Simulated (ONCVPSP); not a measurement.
# Which change was made? (C, ONCV)

ONCVPSP 4.0.1 input, shortened (lines: element, Z, core and valence counts, functional; n l f; lmax; l rc ep ncon nbas qcut; lloc lpopt rc5 dvloc0; l nproj debl; icmod fcfact rcfact), PBE, fully relativistic:

```
  C 6.00    1    2        4      upf
    1    0    2.00
    2    0    2.00
    2    1    2.00
    1
    0    0.95    0.00    4    9    8.80
    1    1.95    0.00    4    8    5.90
    4    5    0.70    0.00
    0    2    0.70
    1    1    0.70
    1    0.55    0.00
```

Open shells are filled in proportion to 2j + 1.

Cutoffs, loose and tight: the cutoffs (Ha) at which the residual kinetic energy of the hardest occupied pseudo-wave falls to 1 and 0.1 mHa per electron. They do not see the model core or the augmentation charge, which bear on the density cutoff. Test errors are all-electron minus pseudo excitation energies from the reference, over the configurations 2s2 2p1; 2s2 2p0; 2s1 2p0; 2s2 2p1.5; variants that change the core or the reference have their own tests.

The base gives: outcome: generated; cutoff, loose: 21 Ha; cutoff, tight: 27 Ha; bound ghosts: none; GHOST(+) flags above zero: s; largest test error (meV): +645.

Task: After one change the result is: outcome: generated; cutoff, loose: 41 Ha; cutoff, tight: 79 Ha; bound ghosts: none; GHOST(+) flags above zero: s, p3/2, p1/2; largest test error (meV): +1146. Which change was it?
A. s: qcut 6; p: qcut 4
B. s: qcut 7.5; p: qcut 5
C. s: qcut 12.8; p: qcut 8.6
D. s: qcut 11.8; p: qcut 7.9

Result: A. The others give: s: qcut 11.8; p: qcut 7.9 → outcome: generated; cutoff, loose: 20 Ha; cutoff, tight: 49 Ha; bound ghosts: s; GHOST(+) flags above zero: none; largest test error (meV): +408 | s: qcut 12.8; p: qcut 8.6 → outcome: generated; cutoff, loose: 39 Ha; cutoff, tight: 57 Ha; bound ghosts: s; GHOST(+) flags above zero: none; largest test error (meV): +354 | s: qcut 7.5; p: qcut 5 → outcome: generated; cutoff, loose: 20 Ha; cutoff, tight: 36 Ha; bound ghosts: none; GHOST(+) flags above zero: s; largest test error (meV): +833.
